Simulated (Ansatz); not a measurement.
Consider the formal exchange of groups at a B–C bond: `C#CBCO` + `CBC(O)(F)F` → `C#CBBC` + `OCC(O)(F)F`.

Program: Ansatz. Geometries: PBE0-D4/def2-TZVP. ΔE: electronic, gas phase. CCSD(T)/CBS adds triple-zeta CCSD(T) − MP2 to the extrapolated MP2 energy (def2 sets, frozen cores). DFT in def2-TZVPP. One conformer a species, not always the lowest.

```json
{"level": "B2PLYP", "ΔE (eV)": "0.09"}
{"level": "CCSD(T)/def2-TZVPP", "ΔE (eV)": "0.06"}
{"level": "SCS-MP2/def2-QZVPP", "ΔE (eV)": "0.09"}
{"level": "HF/CBS(def2)", "ΔE (eV)": "-0.05"}
```

(1) What does CCSD(T)/CBS give? (An estimate is asked.)

Largest T1 diagnostic among the species: 0.014.

Answers

(1) Computed: +0.08 eV. The listed levels differ from it by 0.01, -0.02, 0.01, -0.13 eV.

In def2-TZVPP, CCSD(T) changes the Hartree–Fock value by +0.11 eV (the triples alone add +0.02 eV) and MP2 by +0.15 eV. From PBE to PBE0 (25 % exact exchange), in def2-TZVPP and without D4, ΔE moves by −0.06 eV.
